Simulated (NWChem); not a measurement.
# B₂H₄O₄; SMILES OB(B(O)O)O

```xyz
10

B     -0.0818     0.8315     0.0413
O     -1.2325     1.5722    -0.0510
O      1.1790     1.3920     0.1715
B     -0.0852    -0.8933     0.0058
O      1.1157    -1.5661     0.1047
O     -1.2310    -1.6319    -0.1171
H     -1.0944     2.5382    -0.0179
H      1.1999     2.3677     0.1949
H      1.8394    -0.9170     0.1864
H     -1.0176    -2.5861    -0.1158
```
Atoms are numbered in this order, from 1.

Computed with NWChem. All runs use the structure optimised with PBE-D3(BJ)/def2-SVP. Vzz is the largest principal value of the second derivative of the potential at the nucleus (NWChem prints the opposite sign); η is the asymmetry. Non-relativistic.

| level | Vzz B1 (a.u.) | η B1 | Vzz O3 (a.u.) | η O3 | Vzz B4 (a.u.) | η B4 | Vzz O5 (a.u.) | η O5 |
|---|---|---|---|---|---|---|---|---|
| CAM-B3LYP/def2-SVP | (withheld) | (withheld) | (withheld) | 0.21 | (withheld) | 0.46 | (withheld) | 0.21 |
| PBE/cc-pVTZ | 0.336 | 0.62 | 1.330 | 0.17 | 0.332 | 0.42 | 1.170 | 0.18 |
| PBE/def2-SVP | 0.301 | 0.71 | 1.360 | 0.18 | 0.297 | 0.48 | 1.214 | 0.19 |

Problem. Some entries are withheld; supply them.

Solution. 
- CAM-B3LYP/def2-SVP, Vzz B1 (a.u.): 0.346
- CAM-B3LYP/def2-SVP, η B1: 0.66
- CAM-B3LYP/def2-SVP, Vzz O3 (a.u.): 1.391
- CAM-B3LYP/def2-SVP, Vzz B4 (a.u.): 0.341
- CAM-B3LYP/def2-SVP, Vzz O5 (a.u.): 1.254
